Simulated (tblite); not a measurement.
C7H11O2P.
Numbering: `[CH2:1]=[CH:2][P:3]1(=[O:4])[CH2:5][CH2:6][C:7](=[O:8])[CH2:9][CH2:10]1` (hydrogens: H11, H12 on C1; H13 on C2; H14, H15 on C5; H16, H17 on C6; H18, H19 on C9; H20, H21 on C10)

The geometry is computed with GFN2-xTB (gas phase).

Task: What internal coordinates does the optimisation give?

Result: 
```json
{"bond": "C1=C2", "length (Å)": "1.322", "order": "double"}
{"bond": "C2–P3", "length (Å)": "1.812", "order": "single"}
{"bond": "P3=O4", "length (Å)": "1.466", "order": "double"}
{"bond": "P3–C5, P3–C10", "length (Å)": "1.841", "order": "single"}
{"bond": "C5–C6, C9–C10", "length (Å)": "1.529", "order": "single"}
{"bond": "C6–C7, C7–C9", "length (Å)": "1.514", "order": "single"}
{"bond": "C7=O8", "length (Å)": "1.204", "order": "double"}
{"bond": "C1–H11", "length (Å)": "1.078", "order": "single"}
{"bond": "C1–H12", "length (Å)": "1.079", "order": "single"}
{"bond": "C2–H13", "length (Å)": "1.080", "order": "single"}
{"bond": "C5–H14, C10–H20", "length (Å)": "1.090", "order": "single"}
{"bond": "C5–H15, C10–H21", "length (Å)": "1.093", "order": "single"}
{"bond": "C6–H16, C9–H18", "length (Å)": "1.093", "order": "single"}
{"bond": "C6–H17, C9–H19", "length (Å)": "1.093", "order": "single"}
```

Bonds in one row agree within 0.01 Å and their mean is given. Orders are formal, as drawn. A selection of angles:
```json
{"angle": "C1–C2–P3", "degrees": "118.7"}
{"angle": "C2–P3–O4", "degrees": "115.2"}
{"angle": "C2–P3–C5", "degrees": "106.2"}
{"angle": "O4–P3–C5", "degrees": "113.7"}
{"angle": "C5–P3–C10", "degrees": "100.5"}
{"angle": "P3–C5–C6", "degrees": "106.8"}
{"angle": "C5–C6–C7", "degrees": "110.7"}
{"angle": "C6–C7–O8", "degrees": "122.6"}
{"angle": "C6–C7–C9", "degrees": "114.8"}
```

Dihedral angles: C1–C2–P3–O4 0° (synperiplanar); C2–P3–C5–C6 -170° (antiperiplanar); P3–C5–C6–C7 63° (synclinal); C5–C6–C7–O8 113° (anticlinal); C6–C7–C9–C10 66° (synclinal); C7–C9–C10–P3 -63° (synclinal); C2–P3–C10–C9 170° (antiperiplanar).

The C–P distances run from 1.812 Å (C2–P3, drawn single) to 1.841 Å (P3–C5, drawn single), a spread of 0.029 Å. The C–C distances run from 1.322 Å (C1=C2, drawn double) to 1.529 Å (C5–C6, drawn single), a spread of 0.207 Å. The 6-membered ring P3–C5–C6–C7–C9–C10 has internal angles of 100.5° to 114.8°; it is puckered, 0.29 Å rms from its mean plane, widest ring torsion 66°. Of the pairs four or more bonds apart, O4···H12 is among the closest relative to their van der Waals radii: 2.61 Å, 96 % of the sum of Bondi's values. P3 (phosphoryl phosphorus) is distorted tetrahedral (angles from 100.5° to 115.2°).

Point group: Cs (tolerance 0.08 Å). Its GFN2-xTB frequencies are all real (lowest 55 cm⁻¹). One conformer, not necessarily the lowest. 2 starts were optimised and ended at 0.00 and 0.89 kcal/mol (GFN2-xTB); the lowest of these is shown.
